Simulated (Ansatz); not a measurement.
Ansatz (a first-principles code) input (CCSD(T)/def2-SVPD):

Ansatz 0.2 input:
```yaml
crystal:
  periodic: [false, false, false]
  atoms:
    - {symbol: Mg, position_ang: [-0.00000000, -0.00000000, -2.12540836]}
    - {symbol: I, position_ang: [0.00000000, 0.00000000, 0.48122453]}
basis:
  gaussian:
    orbitals: def2-SVPD
magnetization: {spin_polarized: true, initial_magnetization: 1}
correlation: {method: ccsd_t, electrons: outside_noble_gas}
output: {forces: true}
```

Output:

```
Functional definition: HF
integrals: 0.04 GiB planned
597 factors; integrals over basis functions are off by at most 1.4e-4 eV
mean field: 0.17 GiB planned
mean field evaluation 1: about -13502.8796 eV, gradient 7.0e0 eV
mean field evaluation 2: about -13502.9312 eV, gradient 7.2e0 eV
mean field evaluation 4: about -13503.7629 eV, gradient 1.3e0 eV
mean field evaluation 8: about -13503.8480 eV, gradient 2.1e-1 eV
mean field evaluation 16: about -13503.8496 eV, gradient 1.8e-6 eV
mean field evaluation 32: about -13500.3026 eV, gradient 1.7e-1 eV
mean field evaluation 64: about -13500.3041 eV, gradient 5.4e-1 eV
mean field evaluation 96: about -13500.6243 eV, gradient 8.2e-1 eV
mean field -13503.84964123 eV, -496.2573210771 hartree, gradient 1.8e-6 eV, S^2 0.752078; 1 other end points of the search recorded, 0 dependent functions left out
determinant -13503.84964123 eV, -496.2573210771 hartree, with singles and doubles -13507.24364904 eV, -496.3820485637 hartree
determinant -13500.72095329 eV, -496.1423439162 hartree, with singles and doubles -13504.23059844 eV, -496.2713209964 hartree
14 core orbitals not correlated
reference -13503.84964123 eV, -496.2573210771 hartree; 5, 4 occupied and 37, 38 virtual orbitals, 597 factors
densities: 0.16 GiB planned
second order -3.09026991 eV of doubles, -0.00000000 eV of singles
coupled cluster: 0.13 GiB planned
cycle   1  -3.40040437 eV  change   -9.2e-2 eV  update   1.9e-2
cycle   2  -3.40955234 eV  change   -9.1e-3 eV  update   6.3e-3
cycle   3  -3.41133621 eV  change   -1.8e-3 eV  update   2.9e-3
cycle   4  -3.41216823 eV  change   -8.3e-4 eV  update   1.1e-3
cycle   5  -3.41233504 eV  change   -1.7e-4 eV  update   4.5e-4
cycle   6  -3.41243998 eV  change   -1.0e-4 eV  update   1.7e-4
cycle   7  -3.41245812 eV  change   -1.8e-5 eV  update   5.7e-5
cycle   8  -3.41245460 eV  change    3.5e-6 eV  update   2.1e-5
cycle   9  -3.41245445 eV  change    1.5e-7 eV  update   7.4e-6
cycle  10  -3.41245502 eV  change   -5.7e-7 eV  update   2.8e-6
cycle  11  -3.41245510 eV  change   -8.8e-8 eV  update   1.1e-6
perturbative correction -0.09310030 eV, -0.0034213730 hartree
the calculation of the forces begins
Total energy: -13507.35519664 eV, -496.3861478622 hartree
Atom 0 at    -0.000000    -0.000000    -2.125408 Å, force     0.000000    -0.000000    -0.299882 eV/Å
Atom 1 at     0.000000     0.000000     0.481225 Å, force    -0.000000     0.000000     0.299882 eV/Å
Dipole moment:     0.000000     0.000000    -0.677720 e Å
```
